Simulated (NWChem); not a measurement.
System: selenophene (C₄H₄Se); SMILES c1c[se]cc1

The following NWChem deck was run.

```
start job
memory heap 200 mb stack 900 mb global 1100 mb
geometry units angstroms noautoz
  C      0.000000     0.714480    -1.677268
  C      0.000000    -0.714480    -1.677268
  C      0.000000    -1.283666    -0.435481
  Se     0.000000     0.000000     0.901661
  C      0.000000     1.283666    -0.435481
  H      0.000000     1.307728    -2.594430
  H      0.000000    -1.307728    -2.594430
  H      0.000000    -2.346111    -0.193619
  H      0.000000     2.346111    -0.193619
end
basis spherical
  * library 3-21g
end
dft
  xc hfexch
  iterations 150
  mulliken
end
task dft gradient
```

Parts of the log:

```
             Northwest Computational Chemistry Package (NWChem) 7.3.0
             --------------------------------------------------------

 C2V symmetry detected

                             Geometry "geometry" -> ""
                             -------------------------

 Output coordinates in angstroms (scale by  1.889725989 to convert to a.u.)

  No.       Tag          Charge          X              Y              Z
 ---- ---------------- ---------- -------------- -------------- --------------
    1 C                    6.0000     0.00000000     0.71448000    -1.67287103
    2 C                    6.0000     0.00000000    -0.71448000    -1.67287103
    3 C                    6.0000     0.00000000    -1.28366600    -0.43108403
    4 Se                  34.0000     0.00000000     0.00000000     0.90605797
    5 C                    6.0000     0.00000000     1.28366600    -0.43108403
    6 H                    1.0000     0.00000000     1.30772800    -2.59003303
    7 H                    1.0000     0.00000000    -1.30772800    -2.59003303
    8 H                    1.0000     0.00000000    -2.34611100    -0.18922203
    9 H                    1.0000     0.00000000     2.34611100    -0.18922203

 Effective nuclear repulsion energy (a.u.)     312.3154252040

      Symmetry information
      --------------------

 Group name             C2v
 Group number             16
 Group order               4
 No. of unique centers     5

  xc_inp: hfexch multiplicative factor not found.

                                 NWChem DFT Module
                                 -----------------

 Summary of "ao basis" -> "ao basis" (spherical)
 ------------------------------------------------------------------------------
       Tag                 Description            Shells   Functions and Types
 ---------------- ------------------------------  ------  ---------------------
 C                           3-21g                   5        9   3s2p
 Se                          3-21g                  10       22   5s4p1d
 H                           3-21g                   2        2   2s

      Symmetry analysis of basis
      --------------------------

        a1         29
        a2          5
        b1          9
        b2         23

            General Information
            -------------------
          SCF calculation type: DFT
          Wavefunction type:  closed shell.
          No. of atoms     :     9
          No. of electrons :    62
           Alpha electrons :    31
            Beta electrons :    31
          Charge           :     0
          Spin multiplicity:     1
          Use of symmetry is: on ; symmetry adaption is: on
          Maximum number of iterations: 150
          AO basis - number of functions:    66
                     number of shells:    38
          Convergence on energy requested:  1.00D-06
          Convergence on density requested:  1.00D-05
          Convergence on gradient requested:  5.00D-04

              XC Information
              --------------
                     Hartree-Fock (Exact) Exchange  1.000

      Superposition of Atomic Density Guess
      -------------------------------------

 Sum of atomic energies:       -2540.29757767

      Non-variational initial energy
      ------------------------------

 Total energy =   -2543.375328
 1-e energy   =   -4156.374859
 2-e energy   =    1300.684105
 HOMO         =      -0.239517
 LUMO         =       0.020710

      Symmetry analysis of molecular orbitals - initial
      -------------------------------------------------

  Numbering of irreducible representations:

     1 a1          2 a2          3 b1          4 b2

  Orbital symmetries:

     1 a1          2 a1          3 a1          4 b2          5 b1
     6 a1          7 b2          8 a1          9 b2         10 a1
    11 a1         12 b2         13 b1         14 b2         15 a1
    16 a1         17 b1         18 a2         19 a1         20 b2
    21 a1         22 b2         23 a1         24 a1         25 b2
    26 b1         27 a1         28 b2         29 a1         30 b1
    31 a2         32 b1         33 b2         34 a2         35 a1
    36 a1         37 b2         38 b2         39 a1         40 a1
    41 b2

     ---------------------------------------------
      Total Density - Mulliken Population Analysis
     ---------------------------------------------

    Atom       Charge   Shell Charges
 -----------   ------   -------------------------------------------------------
    1 C    6     6.31   1.99  0.44  1.56  0.94  1.38
    2 C    6     6.31   1.99  0.44  1.56  0.94  1.38
    3 C    6     6.53   1.99  0.41  1.44  1.06  1.62
    4 Se  34    33.37   2.00  2.00  5.99  2.00  5.96  0.80  1.89  0.98  1.77  9.98
    5 C    6     6.53   1.99  0.41  1.44  1.06  1.62
    6 H    1     0.74   0.41  0.33
    7 H    1     0.74   0.41  0.33
    8 H    1     0.73   0.41  0.32
    9 H    1     0.73   0.41  0.32

   convergence    iter        energy       DeltaE   RMS-Dens  Diis-err
 ---------------- ----- ----------------- --------- --------- ---------
 d= 0,ls=0.0,diis     1  -2541.3556242550 -2.85D+03  1.11D-02  2.04D-01
 d= 0,ls=0.0,diis     2  -2541.3933557798 -3.77D-02  3.55D-03  2.63D-02
 d= 0,ls=0.0,diis     3  -2541.3972134779 -3.86D-03  1.48D-03  6.41D-03
 d= 0,ls=0.0,diis     4  -2541.3983664452 -1.15D-03  4.29D-04  1.54D-04
 d= 0,ls=0.0,diis     5  -2541.3984471576 -8.07D-05  2.12D-04  2.49D-05
  Resetting Diis
 d= 0,ls=0.0,diis     6  -2541.3984648871 -1.77D-05  1.09D-04  3.40D-06
 d= 0,ls=0.0,diis     7  -2541.3984673851 -2.50D-06  1.07D-05  1.78D-07
 d= 0,ls=0.0,diis     8  -2541.3984674419 -5.68D-08  5.48D-06  5.65D-08

         Total DFT energy =    -2541.398467441892
      One electron energy =    -4157.763649880456
           Coulomb energy =     1411.489045571273
    Exchange-Corr. energy =     -107.439288336757
 Nuclear repulsion energy =      312.315425204048

 Numeric. integr. density =        0.000000000000

                  Occupations of the irreducible representations
                  ----------------------------------------------

                     irrep           alpha         beta
                     --------     --------     --------
                     a1               15.0         15.0
                     a2                2.0          2.0
                     b1                5.0          5.0
                     b2                9.0          9.0

                       DFT Final Molecular Orbital Analysis
                       ------------------------------------

 Vector   29  Occ=2.000000D+00  E=-4.449686D-01  Symmetry=a1
              MO Center=  7.7D-17,  7.6D-15,  5.2D-01, r^2= 3.0D+00
   Bfn.  Coefficient  Atom+Function         Bfn.  Coefficient  Atom+Function
  ----- ------------  ---------------      ----- ------------  ---------------
    41      0.443304  4 Se s                 40      0.423347  4 Se pz
    44      0.293543  4 Se pz                36     -0.264756  4 Se pz
    24     -0.174737  3 C  s                 55     -0.174737  5 C  s
    26     -0.171682  3 C  py                57      0.171682  5 C  py
    23     -0.150646  3 C  pz                54     -0.150646  5 C  pz

 Vector   30  Occ=2.000000D+00  E=-3.281563D-01  Symmetry=a2
              MO Center= -2.2D-15, -1.4D-14, -7.8D-01, r^2= 2.8D+00
   Bfn.  Coefficient  Atom+Function         Bfn.  Coefficient  Atom+Function
  ----- ------------  ---------------      ----- ------------  ---------------
    25      0.367746  3 C  px                56     -0.367746  5 C  px
    21      0.280562  3 C  px                52     -0.280562  5 C  px
     7     -0.220347  1 C  px                16      0.220347  2 C  px
     3     -0.180635  1 C  px                12      0.180635  2 C  px

 Vector   31  Occ=2.000000D+00  E=-3.274074D-01  Symmetry=b1
              MO Center=  9.4D-17, -4.0D-16,  4.4D-02, r^2= 3.2D+00
   Bfn.  Coefficient  Atom+Function         Bfn.  Coefficient  Atom+Function
  ----- ------------  ---------------      ----- ------------  ---------------
    42      0.519948  4 Se px                38      0.426433  4 Se px
    34     -0.266685  4 Se px                 7     -0.240294  1 C  px
    16     -0.240294  2 C  px                 3     -0.191924  1 C  px
    12     -0.191924  2 C  px                30      0.085275  4 Se px

 Vector   32  Occ=0.000000D+00  E= 1.251881D-01  Symmetry=b1
              MO Center=  5.9D-17, -9.9D-16, -5.4D-01, r^2= 3.4D+00
   Bfn.  Coefficient  Atom+Function         Bfn.  Coefficient  Atom+Function
  ----- ------------  ---------------      ----- ------------  ---------------
    25      0.574803  3 C  px                56      0.574803  5 C  px
    42     -0.434850  4 Se px                 7     -0.341308  1 C  px
    16     -0.341308  2 C  px                21      0.264273  3 C  px
    52      0.264273  5 C  px                38     -0.188304  4 Se px
     3     -0.160536  1 C  px                12     -0.160536  2 C  px

 Vector   33  Occ=0.000000D+00  E= 1.731049D-01  Symmetry=b2
              MO Center=  1.6D-15, -3.7D-15,  7.1D-01, r^2= 3.4D+00
   Bfn.  Coefficient  Atom+Function         Bfn.  Coefficient  Atom+Function
  ----- ------------  ---------------      ----- ------------  ---------------
    43      1.236603  4 Se py                24      0.894961  3 C  s
    55     -0.894961  5 C  s                 27      0.389825  3 C  pz
    58     -0.389825  5 C  pz                26      0.315172  3 C  py
    57      0.315172  5 C  py                39      0.223326  4 Se py
    35     -0.178660  4 Se py                23      0.157850  3 C  pz

 Vector   34  Occ=0.000000D+00  E= 2.488892D-01  Symmetry=a2
              MO Center=  2.9D-17,  1.2D-15, -1.3D+00, r^2= 2.8D+00
   Bfn.  Coefficient  Atom+Function         Bfn.  Coefficient  Atom+Function
  ----- ------------  ---------------      ----- ------------  ---------------
     7      0.778995  1 C  px                16     -0.778995  2 C  px
    25      0.496565  3 C  px                56     -0.496565  5 C  px
     3      0.288795  1 C  px                12     -0.288795  2 C  px
    21      0.163225  3 C  px                52     -0.163225  5 C  px

     ---------------------------------------------
      Total Density - Mulliken Population Analysis
     ---------------------------------------------

    Atom       Charge   Shell Charges
 -----------   ------   -------------------------------------------------------
    1 C    6     6.20   1.99  0.39  1.60  0.89  1.32
    2 C    6     6.20   1.99  0.39  1.60  0.89  1.32
    3 C    6     6.68   1.99  0.37  1.54  1.06  1.72
    4 Se  34    33.27   2.00  2.00  5.99  2.00  5.97  0.80  2.01  0.98  1.54  9.98
    5 C    6     6.68   1.99  0.37  1.54  1.06  1.72
    6 H    1     0.76   0.46  0.29
    7 H    1     0.76   0.46  0.29
    8 H    1     0.73   0.46  0.28
    9 H    1     0.73   0.46  0.28

     -------------------------------------------
      Total Density - Lowdin Population Analysis
     -------------------------------------------

    Atom       Charge   Shell Charges
 -----------   ------   -------------------------------------------------------
    1 C    6     6.13   1.98  0.42  1.53  0.54  1.66
    2 C    6     6.13   1.98  0.42  1.53  0.54  1.66
    3 C    6     6.34   1.98  0.43  1.50  0.61  1.82
    4 Se  34    33.52   2.00  1.99  5.99  1.99  5.81  0.82  2.09  0.84  2.02  9.99
    5 C    6     6.34   1.98  0.43  1.50  0.61  1.82
    6 H    1     0.89   0.46  0.43
    7 H    1     0.89   0.46  0.43
    8 H    1     0.88   0.45  0.42
    9 H    1     0.88   0.45  0.42

     Multipole analysis of the density
     ---------------------------------

     L   x y z        total         alpha         beta         nuclear
     -   - - -        -----         -----         ----         -------
     0   0 0 0     -0.000000    -31.000000    -31.000000     62.000000

     1   1 0 0     -0.000000     -0.000000     -0.000000      0.000000
     1   0 1 0      0.000000      0.000000      0.000000      0.000000
     1   0 0 1     -0.178951     -0.089476     -0.089476      0.000000

     2   2 0 0    -35.049247    -17.524624    -17.524624      0.000000
     2   1 1 0     -0.000000     -0.000000     -0.000000      0.000000
     2   1 0 1     -0.000000     -0.000000     -0.000000      0.000000
     2   0 2 0    -27.316835    -85.665608    -85.665608    144.014380
     2   0 1 1      0.000000      0.000000      0.000000      0.000000
     2   0 0 2    -29.319638   -152.524540   -152.524540    275.729442

            General Information
            -------------------
          SCF calculation type: DFT
          Wavefunction type:  closed shell.
          No. of atoms     :     9
          No. of electrons :    62
           Alpha electrons :    31
            Beta electrons :    31
          Charge           :     0
          Spin multiplicity:     1
          Use of symmetry is: on ; symmetry adaption is: on
          Maximum number of iterations: 150
          AO basis - number of functions:    66
                     number of shells:    38
          Convergence on energy requested:  1.00D-06
          Convergence on density requested:  1.00D-05
          Convergence on gradient requested:  5.00D-04

              XC Information
              --------------
                     Hartree-Fock (Exact) Exchange  1.000

          Convergence Information
          -----------------------
          Convergence aids based upon iterative change in
          total energy or number of iterations.
          Levelshifting, if invoked, occurs when the
          HOMO/LUMO gap drops below (HL_TOL):  1.00D-02
          DIIS, if invoked, will attempt to extrapolate
          using up to (NFOCK): 10 stored Fock matrices.

                    Damping( 0%)  Levelshifting(0.5)       DIIS
                  --------------- ------------------- ---------------
          dE  on:    start            ASAP                start
          dE off:    2 iters        150 iters           150 iters

                            NWChem DFT Gradient Module
                            --------------------------

  charge          =   0.00
  wavefunction    = closed shell

  Using symmetry

                         DFT ENERGY GRADIENTS

    atom               coordinates                        gradient
                 x          y          z           x          y          z
   1 C       0.000000   1.350171  -3.161268    0.000000  -0.027605  -0.008707
   2 C       0.000000  -1.350171  -3.161268    0.000000   0.027605  -0.008707
   3 C       0.000000  -2.425777  -0.814631    0.000000   0.014411   0.027912
   4 Se      0.000000   0.000000   1.712201    0.000000   0.000000  -0.025645
   5 C       0.000000   2.425777  -0.814631    0.000000  -0.014411   0.027912
   6 H       0.000000   2.471248  -4.894453    0.000000   0.009244  -0.013710
   7 H       0.000000  -2.471248  -4.894453    0.000000  -0.009244  -0.013710
   8 H       0.000000  -4.433507  -0.357578    0.000000  -0.016566   0.007328
   9 H       0.000000   4.433507  -0.357578    0.000000   0.016566   0.007328
```

Level: Hartree-Fock/3-21G. The geometry was optimised at PBE0/def2-SVP.
